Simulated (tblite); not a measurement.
Record of a relaxation.

C6H4FS (doublet state).
Numbering: `[F:1][c:2]1[cH:3][cH:4][cH:5][cH:6][c:7]1[S:8]` (hydrogens: H9 on C3; H10 on C4; H11 on C5; H12 on C6)
Bond orders are those of one Lewis drawing.

Computed with GFN2-xTB (tblite), gas phase: L-BFGS steps from a force-field or distance-geometry start until the largest atomic force falls under 0.01 eV/Å. 14 of its 18 geometries are shown.

Step 0: E = -620.6401 eV, largest atomic force 1.805 eV/Å
```
atom  x, y, z in Å  |  force x, y, z in eV/Å
F1      1.203   -2.375    0.187   -0.622   0.613  -0.082
C2      0.549   -1.173    0.081    0.695  -1.159   0.184
C3     -0.815   -1.139    0.042   -1.267  -0.069  -0.147
C4     -1.487    0.095   -0.069    0.480  -1.160   0.236
C5     -0.711    1.226   -0.096   -0.220   1.274  -0.224
C6      0.666    1.197   -0.054    0.395  -0.291   0.078
C7      1.320   -0.027    0.044    1.776   0.322   0.030
S8      3.120   -0.158    0.125   -1.548   0.241  -0.087
H9     -1.370   -2.081    0.078    0.216   0.401  -0.008
H10    -2.569    0.128   -0.098    0.235   0.014  -0.022
H11    -1.165    2.213   -0.182   -0.074  -0.283   0.050
H12     1.260    2.094   -0.084   -0.067   0.097  -0.008
```

Step 1: E = -620.7387 eV, largest atomic force 0.889 eV/Å
```
atom  x, y, z in Å  |  force x, y, z in eV/Å
F1      1.194   -2.366    0.186   -0.248  -0.127  -0.016
C2      0.559   -1.190    0.084   -0.203   0.388   0.037
C3     -0.833   -1.140    0.040    0.625  -0.283  -0.034
C4     -1.480    0.078   -0.066    0.173   0.337   0.095
C5     -0.714    1.245   -0.099    0.394  -0.393  -0.067
C6      0.672    1.193   -0.053   -0.183   0.082   0.020
C7      1.345   -0.022    0.044    0.423  -0.513   0.041
S8      3.098   -0.155    0.124   -0.860   0.216  -0.057
H9     -1.367   -2.076    0.078   -0.096  -0.011   0.001
H10    -2.566    0.128   -0.098    0.311  -0.032  -0.011
H11    -1.166    2.209   -0.181   -0.306   0.252  -0.004
H12     1.259    2.096   -0.084   -0.029   0.084  -0.006
```

Step 3: E = -620.7743 eV, largest atomic force 0.351 eV/Å
```
atom  x, y, z in Å  |  force x, y, z in eV/Å
F1      1.183   -2.369    0.185   -0.161  -0.121  -0.007
C2      0.558   -1.184    0.086    0.053  -0.123   0.032
C3     -0.822   -1.145    0.038   -0.016  -0.016  -0.012
C4     -1.470    0.080   -0.062    0.160   0.035   0.032
C5     -0.705    1.242   -0.102    0.095   0.055  -0.032
C6      0.674    1.190   -0.051    0.034   0.053  -0.002
C7      1.357   -0.031    0.045   -0.341   0.082  -0.005
S8      3.067   -0.146    0.122    0.012   0.118  -0.014
H9     -1.369   -2.075    0.078    0.013   0.044  -0.006
H10    -2.553    0.127   -0.099    0.228  -0.024   0.001
H11    -1.176    2.213   -0.181   -0.062  -0.106   0.015
H12     1.257    2.099   -0.084   -0.015   0.003  -0.001
```

Step 4: E = -620.7796 eV, largest atomic force 0.216 eV/Å
```
atom  x, y, z in Å  |  force x, y, z in eV/Å
F1      1.177   -2.372    0.184   -0.095  -0.123  -0.002
C2      0.559   -1.185    0.087   -0.016  -0.185   0.018
C3     -0.819   -1.146    0.037   -0.094   0.033   0.002
C4     -1.465    0.081   -0.060    0.145  -0.038   0.008
C5     -0.702    1.242   -0.104   -0.016   0.120  -0.013
C6      0.676    1.191   -0.051   -0.009   0.112  -0.016
C7      1.352   -0.032    0.045   -0.203   0.073   0.005
S8      3.061   -0.142    0.121    0.108   0.100  -0.009
H9     -1.370   -2.074    0.078    0.015   0.039  -0.008
H10    -2.546    0.127   -0.099    0.160  -0.011   0.003
H11    -1.179    2.211   -0.180   -0.019  -0.130   0.012
H12     1.257    2.099   -0.084    0.023   0.012  -0.001
```

Step 5: E = -620.7851 eV, largest atomic force 0.150 eV/Å
```
atom  x, y, z in Å  |  force x, y, z in eV/Å
F1      1.169   -2.379    0.184   -0.017  -0.106   0.004
C2      0.558   -1.189    0.089   -0.001  -0.136  -0.001
C3     -0.817   -1.146    0.036   -0.133  -0.028   0.026
C4     -1.455    0.081   -0.058    0.021  -0.012  -0.032
C5     -0.698    1.245   -0.106   -0.072   0.080   0.020
C6      0.677    1.194   -0.051   -0.059   0.072  -0.021
C7      1.344   -0.032    0.046    0.011   0.018   0.018
S8      3.054   -0.135    0.120    0.129   0.076  -0.004
H9     -1.370   -2.073    0.077   -0.004   0.030  -0.010
H10    -2.534    0.126   -0.099    0.063   0.004   0.005
H11    -1.183    2.208   -0.180   -0.024  -0.052  -0.001
H12     1.256    2.100   -0.084    0.087   0.053  -0.003
```

Step 7: E = -620.7876 eV, largest atomic force 0.070 eV/Å
```
atom  x, y, z in Å  |  force x, y, z in eV/Å
F1      1.163   -2.388    0.184   -0.004  -0.041   0.002
C2      0.557   -1.195    0.089    0.021   0.004  -0.005
C3     -0.819   -1.148    0.037    0.012  -0.027   0.020
C4     -1.450    0.081   -0.058   -0.026   0.004  -0.023
C5     -0.698    1.248   -0.106   -0.008  -0.007   0.021
C6      0.677    1.197   -0.052    0.018  -0.010  -0.002
C7      1.341   -0.032    0.047    0.060  -0.029   0.011
S8      3.055   -0.127    0.119    0.028   0.063  -0.006
H9     -1.372   -2.072    0.077   -0.052  -0.014  -0.006
H10    -2.526    0.125   -0.099   -0.045   0.014   0.000
H11    -1.188    2.205   -0.180   -0.056   0.041  -0.009
H12     1.260    2.103   -0.084    0.052   0.003  -0.002
```

Step 8: E = -620.7882 eV, largest atomic force 0.055 eV/Å
```
atom  x, y, z in Å  |  force x, y, z in eV/Å
F1      1.162   -2.391    0.184   -0.009  -0.008   0.000
C2      0.558   -1.196    0.089    0.015   0.025   0.001
C3     -0.819   -1.148    0.038    0.048  -0.005   0.008
C4     -1.450    0.081   -0.059   -0.020  -0.003  -0.007
C5     -0.699    1.249   -0.105    0.027  -0.013   0.010
C6      0.677    1.198   -0.052    0.028  -0.032   0.007
C7      1.341   -0.032    0.047    0.031  -0.018   0.002
S8      3.057   -0.124    0.119    0.000   0.055  -0.006
H9     -1.373   -2.072    0.076   -0.048  -0.014  -0.004
H10    -2.525    0.126   -0.099   -0.053   0.011  -0.003
H11    -1.190    2.205   -0.180   -0.042   0.030  -0.006
H12     1.262    2.104   -0.085    0.023  -0.029  -0.002
```

Step 9: E = -620.7886 eV, largest atomic force 0.051 eV/Å
```
atom  x, y, z in Å  |  force x, y, z in eV/Å
F1      1.161   -2.393    0.184   -0.010   0.016  -0.002
C2      0.558   -1.198    0.089    0.023   0.028   0.006
C3     -0.819   -1.149    0.038    0.024  -0.003  -0.004
C4     -1.450    0.081   -0.060   -0.007   0.012   0.007
C5     -0.699    1.250   -0.104    0.021  -0.019  -0.001
C6      0.677    1.198   -0.052    0.024  -0.031   0.013
C7      1.342   -0.033    0.048   -0.001  -0.011  -0.004
S8      3.058   -0.121    0.118   -0.009   0.044  -0.005
H9     -1.375   -2.072    0.076   -0.022   0.009  -0.003
H10    -2.526    0.126   -0.099   -0.033   0.006  -0.005
H11    -1.193    2.206   -0.180   -0.013  -0.001  -0.001
H12     1.265    2.104   -0.085    0.003  -0.051  -0.001
```

Step 10: E = -620.7888 eV, largest atomic force 0.047 eV/Å
```
atom  x, y, z in Å  |  force x, y, z in eV/Å
F1      1.161   -2.394    0.184   -0.004   0.020  -0.001
C2      0.559   -1.198    0.089   -0.002   0.010   0.007
C3     -0.819   -1.149    0.039    0.009   0.014  -0.010
C4     -1.450    0.081   -0.060   -0.006   0.002   0.013
C5     -0.699    1.250   -0.104    0.018  -0.008  -0.006
C6      0.678    1.198   -0.052   -0.003  -0.027   0.011
C7      1.343   -0.033    0.048   -0.010   0.002  -0.005
S8      3.059   -0.118    0.118   -0.002   0.036  -0.004
H9     -1.377   -2.072    0.076   -0.004   0.020  -0.002
H10    -2.527    0.127   -0.099   -0.006   0.003  -0.005
H11    -1.194    2.206   -0.180    0.009  -0.023   0.002
H12     1.266    2.103   -0.085    0.001  -0.047   0.000
```

Step 12: E = -620.7892 eV, largest atomic force 0.038 eV/Å
```
atom  x, y, z in Å  |  force x, y, z in eV/Å
F1      1.160   -2.394    0.184    0.008   0.005   0.001
C2      0.559   -1.198    0.090   -0.021  -0.016   0.002
C3     -0.818   -1.149    0.039   -0.023   0.015  -0.005
C4     -1.450    0.081   -0.060   -0.005  -0.004   0.007
C5     -0.698    1.249   -0.104   -0.014  -0.001  -0.003
C6      0.678    1.196   -0.051   -0.027  -0.002   0.000
C7      1.344   -0.034    0.048   -0.005   0.002   0.001
S8      3.060   -0.112    0.117    0.008   0.018  -0.003
H9     -1.379   -2.071    0.075    0.017   0.022  -0.002
H10    -2.528    0.127   -0.099    0.024  -0.001  -0.002
H11    -1.195    2.205   -0.180    0.029  -0.025   0.003
H12     1.268    2.099   -0.085    0.007  -0.014   0.001
```

Step 13: E = -620.7893 eV, largest atomic force 0.025 eV/Å
```
atom  x, y, z in Å  |  force x, y, z in eV/Å
F1      1.160   -2.394    0.184    0.008  -0.002   0.002
C2      0.559   -1.198    0.090   -0.012  -0.013  -0.002
C3     -0.818   -1.148    0.038   -0.021   0.006   0.000
C4     -1.450    0.081   -0.059    0.001  -0.002   0.001
C5     -0.698    1.249   -0.104   -0.020  -0.003   0.001
C6      0.678    1.195   -0.051   -0.014   0.007  -0.004
C7      1.344   -0.035    0.048   -0.002  -0.005   0.005
S8      3.060   -0.109    0.117    0.002   0.010  -0.003
H9     -1.379   -2.069    0.075    0.013   0.009  -0.001
H10    -2.528    0.127   -0.099    0.015  -0.001  -0.001
H11    -1.195    2.204   -0.180    0.024  -0.005   0.001
H12     1.269    2.097   -0.085    0.006   0.000   0.001
```

Step 14: E = -620.7893 eV, largest atomic force 0.016 eV/Å
```
atom  x, y, z in Å  |  force x, y, z in eV/Å
F1      1.160   -2.394    0.184    0.005  -0.004   0.002
C2      0.559   -1.198    0.090   -0.006  -0.007  -0.002
C3     -0.819   -1.148    0.038   -0.004  -0.002   0.002
C4     -1.450    0.081   -0.059   -0.004  -0.003  -0.001
C5     -0.698    1.248   -0.104   -0.004   0.002   0.003
C6      0.678    1.195   -0.051   -0.007   0.001  -0.004
C7      1.344   -0.035    0.048   -0.002  -0.002   0.005
S8      3.060   -0.108    0.117   -0.003   0.006  -0.003
H9     -1.379   -2.069    0.075    0.005  -0.002  -0.001
H10    -2.528    0.127   -0.100    0.004  -0.001  -0.001
H11    -1.195    2.203   -0.180    0.014   0.008   0.000
H12     1.269    2.096   -0.085    0.003   0.005   0.000
```

Step 16: E = -620.7893 eV, largest atomic force 0.012 eV/Å
```
atom  x, y, z in Å  |  force x, y, z in eV/Å
F1      1.160   -2.395    0.184    0.000  -0.002   0.001
C2      0.559   -1.198    0.090    0.004   0.001   0.001
C3     -0.819   -1.148    0.038    0.005  -0.005   0.001
C4     -1.451    0.081   -0.059    0.000   0.001  -0.001
C5     -0.698    1.248   -0.104    0.005   0.002   0.001
C6      0.677    1.195   -0.051    0.004  -0.002   0.000
C7      1.344   -0.035    0.048   -0.004   0.000   0.001
S8      3.060   -0.107    0.117   -0.006   0.005  -0.002
H9     -1.379   -2.069    0.075   -0.003  -0.008  -0.001
H10    -2.527    0.127   -0.100   -0.007  -0.001  -0.001
H11    -1.194    2.204   -0.180    0.005   0.011   0.000
H12     1.269    2.096   -0.085   -0.003  -0.002   0.000
```

Step 17: E = -620.7894 eV, largest atomic force 0.008 eV/Å
```
atom  x, y, z in Å  |  force x, y, z in eV/Å
F1      1.160   -2.395    0.184   -0.002   0.000   0.001
C2      0.559   -1.198    0.090    0.005   0.003   0.003
C3     -0.819   -1.148    0.038    0.005  -0.003   0.000
C4     -1.451    0.081   -0.059    0.002   0.002   0.000
C5     -0.698    1.248   -0.104    0.005   0.001  -0.001
C6      0.677    1.194   -0.051    0.005  -0.002   0.003
C7      1.343   -0.035    0.048   -0.002   0.001  -0.002
S8      3.060   -0.107    0.117   -0.004   0.003  -0.001
H9     -1.379   -2.069    0.075   -0.004  -0.007   0.000
H10    -2.527    0.127   -0.100   -0.007  -0.001  -0.001
H11    -1.193    2.204   -0.180    0.001   0.007   0.000
H12     1.269    2.096   -0.085   -0.005  -0.004   0.000
```

**Question.** Summarise the path.

**Answer.** The energy falls by 0.1492 eV from step 0 to step 17; nine tenths of that is first reached at step 4. It falls at every step. The largest force goes from 1.805 to 0.008 eV/Å. Among the bonds C7–S8 changes most, from 1.806 to 1.719 Å; the atoms move by 0.036 Å rms after alignment.

**Question.** Follow the three bonds and two angles with the largest change from start to end.

**Answer.** 
| step | E above end (eV) | largest force (eV/Å) | C7–S8 (Å) | F1–C2 (Å) | C3–C4 (Å) | C6–C5–H11 (°) | C3–C4–C5 (°) |
| --- | --- | --- | --- | --- | --- | --- | --- |
| 0 | 0.1492 | 1.805 | 1.806 | 1.372 | 1.409 | 116.0 | 117.0 |
| 1 | 0.0507 | 0.889 | 1.759 | 1.340 | 1.383 | 117.4 | 118.7 |
| 2 | 0.0257 | 0.414 | 1.731 | 1.340 | 1.389 | 117.6 | 118.7 |
| 3 | 0.0150 | 0.351 | 1.716 | 1.343 | 1.389 | 118.1 | 118.8 |
| 4 | 0.0097 | 0.216 | 1.714 | 1.342 | 1.390 | 118.5 | 119.0 |
| 5 | 0.0043 | 0.150 | 1.715 | 1.341 | 1.387 | 119.0 | 119.5 |
| 6 | 0.0026 | 0.105 | 1.717 | 1.341 | 1.386 | 119.2 | 119.9 |
| 7 | 0.0017 | 0.070 | 1.719 | 1.341 | 1.385 | 119.3 | 120.1 |
| 8 | 0.0011 | 0.055 | 1.720 | 1.342 | 1.385 | 119.4 | 120.2 |
| 9 | 0.0007 | 0.051 | 1.720 | 1.343 | 1.386 | 119.5 | 120.2 |
| 10 | 0.0005 | 0.047 | 1.719 | 1.343 | 1.386 | 119.6 | 120.2 |
| 11 | 0.0004 | 0.040 | 1.719 | 1.343 | 1.386 | 119.7 | 120.1 |
| 12 | 0.0002 | 0.038 | 1.719 | 1.342 | 1.386 | 119.8 | 120.1 |
| 13 | 0.0001 | 0.025 | 1.719 | 1.342 | 1.386 | 119.8 | 120.0 |
| 14 | 0.0000 | 0.016 | 1.719 | 1.342 | 1.386 | 119.8 | 120.0 |
| 15 | 0.0000 | 0.014 | 1.719 | 1.342 | 1.386 | 119.8 | 120.0 |
| 16 | 0.0000 | 0.012 | 1.719 | 1.342 | 1.386 | 119.7 | 120.0 |
| 17 | 0.0000 | 0.008 | 1.719 | 1.342 | 1.386 | 119.7 | 120.0 |

The cost below is that of the whole relaxation. On one thread, Intel Xeon at 2.50 GHz (x86_64), shared host with 64 logical CPUs at a one-minute load of 62, this took 0.33 s wall.
